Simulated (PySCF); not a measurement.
Compound: C4H6OSi.
SMILES with atom numbers: `[CH:1]#[C:2]/[CH:3]=[CH:4]\[O:5][SiH3:6]` (hydrogens: H7 on C1; H8 on C3; H9 on C4; H10, H11, H12 on Si6)

The same species was optimised twice, with GFN2-xTB and with PBE0-D3(BJ)/def2-SVP (PySCF), and the same property calculations (PySCF, gas phase) were run on both structures.

```
      coordinate  GFN2-xTB  PBE0-D3(BJ)/def2-SVP  change
      O5–Si6 (Å)     1.626                 1.682  +0.056
       C1≡C2 (Å)     1.201                 1.215  +0.014
       C3=C4 (Å)     1.336                 1.346  +0.010
       C2–C3 (Å)     1.408                 1.418  +0.010
       C4–O5 (Å)     1.341                 1.339  -0.002
   C4–O5–Si6 (°)     133.2                 126.7    -6.5
    C1–C2–C3 (°)     179.7                 178.6    -1.1
    C2–C3–C4 (°)     123.6                 124.5    +0.9
    C3–C4–O5 (°)     122.8                 123.0    +0.2
C3–C4–O5–Si6 (°)       180                  -179      +1
```

Rotational constants: A = 7922, B = 1370, C = 1183 MHz (GFN2-xTB) against A = 8481, B = 1294, C = 1138 MHz (PBE0-D3(BJ)/def2-SVP).

On the GFN2-xTB structure: lowest singlet, TDDFT (eV) 5.38 [PBE0/def2-SVPD]; isotropic polarisability (au) 80.7 [PBE0/def2-SVPD]; HOMO (eV) -6.56 [PBE0/def2-SVPD]; LUMO (eV) -0.63 [PBE0/def2-SVPD]; dipole (D) 1.76 [PBE0/def2-SVPD].

What do these properties become on the PBE0-D3(BJ)/def2-SVP structure?

| property | level | on GFN2-xTB | on PBE0-D3(BJ)/def2-SVP | change |
| --- | --- | --- | --- | --- |
| lowest singlet, TDDFT (eV) | PBE0/def2-SVPD | 5.38 | 5.25 | -0.13 |
| isotropic polarisability (au) | PBE0/def2-SVPD | 80.7 | 83.5 | +2.8 |
| HOMO (eV) | PBE0/def2-SVPD | -6.56 | -6.49 | +0.07 |
| LUMO (eV) | PBE0/def2-SVPD | -0.63 | -0.65 | -0.02 |
| dipole (D) | PBE0/def2-SVPD | 1.76 | 1.97 | +0.21 |
| energy, GFN2-xTB geometry as zero (kcal/mol) | PBE0/def2-SVPD | 0.0 | -3.7 | -3.7 |

The heavy atoms differ by 0.074 Å rms after alignment. Among bonds between heavy atoms O5–Si6 changes most (+0.056 Å). Changes are differences of the printed values. Neither structure is proved a minimum here.

The values belong to the conformer `[CH:1]#[C:2]/[CH:3]=[CH:4]\[O:5][SiH3:6]`: C3–C4–O5–Si6 -179°.
